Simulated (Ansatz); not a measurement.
Relaxation of FH7Si3 (11 atoms, charge 0, multiplicity 1), to a largest force component of 0.03 eV/Å in at most 50 steps.

The calculation used RKS PBE0-D4/cc-pVDZ in Ansatz.

```xyz
11
Properties=species:S:1:pos:R:3
Si 0.612 0.055 -1.024
F 0.999 -0.143 1.717
H 1.830 0.013 1.344
Si -1.097 1.700 -0.764
H -2.456 1.225 -0.324
H -0.648 2.794 0.172
H -1.244 2.311 -2.140
Si -0.993 -1.710 -1.017
H -1.688 -1.697 0.318
H -2.028 -1.469 -2.083
H -0.411 -3.078 -1.236
```

Question: Where does it end, and by what steps?

Answer: The run converged. The force dipped under the threshold on the way, but the program's further checks kept it going. After 12 steps the energy has fallen by 0.170 eV; F2 moved furthest, 0.46 Å.

```json
{"step": "0", "energy less start (eV)": "0.0000", "largest force component (eV/Å)": "0.366", "accepted": "yes"}
{"step": "1", "energy less start (eV)": "-0.0789", "largest force component (eV/Å)": "1.561", "accepted": "yes"}
{"step": "2", "energy less start (eV)": "-0.1445", "largest force component (eV/Å)": "0.996", "accepted": "yes"}
{"step": "3", "energy less start (eV)": "-0.0978", "largest force component (eV/Å)": "0.632", "accepted": "no"}
{"step": "4", "energy less start (eV)": "-0.1632", "largest force component (eV/Å)": "0.099", "accepted": "yes"}
{"step": "5", "energy less start (eV)": "-0.1646", "largest force component (eV/Å)": "0.035", "accepted": "yes"}
{"step": "6", "energy less start (eV)": "-0.1660", "largest force component (eV/Å)": "0.033", "accepted": "yes"}
{"step": "7", "energy less start (eV)": "-0.1617", "largest force component (eV/Å)": "0.216", "accepted": "no"}
{"step": "8", "energy less start (eV)": "-0.1676", "largest force component (eV/Å)": "0.016", "accepted": "yes"}
{"step": "9", "energy less start (eV)": "-0.1686", "largest force component (eV/Å)": "0.087", "accepted": "yes"}
{"step": "10", "energy less start (eV)": "-0.1690", "largest force component (eV/Å)": "0.117", "accepted": "yes"}
{"step": "11", "energy less start (eV)": "-0.1699", "largest force component (eV/Å)": "0.034", "accepted": "yes"}
{"step": "12", "energy less start (eV)": "-0.1703", "largest force component (eV/Å)": "0.012", "accepted": "yes"}
```

```xyz
11
Properties=species:S:1:pos:R:3
Si 0.660 0.045 -0.946
F 0.787 -0.160 1.314
H 1.683 0.055 1.451
Si -1.038 1.704 -0.695
H -2.313 1.282 -0.016
H -0.517 2.909 0.043
H -1.388 2.154 -2.089
Si -0.961 -1.709 -1.003
H -1.783 -1.737 0.256
H -1.892 -1.468 -2.162
H -0.362 -3.075 -1.189
```

Whether the end is a true minimum wasn't checked by a vibrational analysis.

The run took 31 s on 2 threads of Arm Neoverse V2, on a shared host, peak memory 0.24 GiB.
